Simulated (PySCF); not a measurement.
Simulated absorption spectrum

C5H5NO2Si.
Structure used (GFN2-xTB), in Å, numbered top down from 1:
```
atom  x, y, z in Å
C1    -2.238   -0.329   -0.281
C2    -1.134   -1.154   -0.490
C3     0.095   -0.602   -0.206
C4     0.174    0.715    0.262
C5    -0.983    1.441    0.432
N6    -2.170    0.910    0.159
O7     1.452    1.113    0.495
Si8    2.495   -0.124    0.138
O9     1.307   -1.191   -0.324
H10   -3.236   -0.694   -0.481
H11   -1.232   -2.164   -0.852
H12   -0.976    2.460    0.789
H13    3.310    0.223   -1.011
H14    3.135   -0.604    1.348
```

Computed, not measured: PySCF 2.14.0, density-fitted response routines, TDDFT CAM-B3LYP/def2-SVPD, vertical, gas phase, core orbitals frozen in the response.

Computed states:

```
state  E (eV)       f
   S1    5.38  0.0039
   S2    5.39   0.038
   S3    5.65  0.0002
   S4    5.80  0.0000
   S5    5.99   0.024
   S6    6.11  0.0080
   S7    6.93   0.436
   S8    7.06   0.446
```

Each state is given a Gaussian of 0.25 eV full width at half maximum, with ε(max) = 2.175×10⁸ f / Δν̃ (Δν̃ the width in cm⁻¹). The width is an assumption, not a result. The curve ends short of the highest state used, and states not computed would add to its high-energy end.

(1) What does the envelope look like, and where are its maxima?

(2) Coming from long wavelengths, where does ε first pass 100 L mol⁻¹ cm⁻¹?

(3) On this curve, what absorbance would a 10⁻⁴ mol/L sample give at 222 nm over a 1 cm path?

## Answers

(1) 
E (eV), ε (L mol⁻¹ cm⁻¹) and a bar:
```
     5.00          6 
     5.04         21 
     5.07         50 
     5.11        144 #
     5.14        291 ##
     5.17        541 ####
     5.21       1095 #######
     5.24       1692 ###########
     5.27       2414 ################
     5.31       3425 #######################
     5.34       4056 ###########################
     5.38       4491 ##############################
     5.41       4416 ##############################
     5.44       4011 ###########################
     5.48       3119 #####################
     5.51       2356 ################
     5.55       1438 ##########
     5.58        911 ######
     5.61        541 ####
     5.65        259 ##
     5.68        167 #
     5.72        161 #
     5.75        239 ##
     5.78        397 ###
     5.82        757 #####
     5.85       1142 ########
     5.89       1768 ############
     5.92       2253 ###############
     5.95       2671 ##################
     5.99       3009 ####################
     6.02       3046 ####################
     6.06       2810 ###################
     6.09       2472 ################
     6.12       2059 ##############
     6.16       1486 ##########
     6.19       1096 #######
     6.23        671 ####
     6.26        435 ###
     6.29        266 ##
     6.33        124 #
     6.36         65 
     6.39         32 
     6.43         12 
     6.46          7
```

Maxima: 230 nm (5.39 eV), ε about 4500, made up of S2 (91%); 206 nm (6.01 eV), ε about 3100, made up of S5 (82%) and S6 (18%) (ε in L mol⁻¹ cm⁻¹; maxima over ε = 5, shares over 10%).

(2) At about 243 nm (5.10 eV), 0.28 eV below S1.

(3) 222 nm is 5.585 eV, where ε is about 840 L mol⁻¹ cm⁻¹, so A = ε c l ≈ 0.084 (Beer–Lambert, with the gas-phase spectrum and the assumed width).
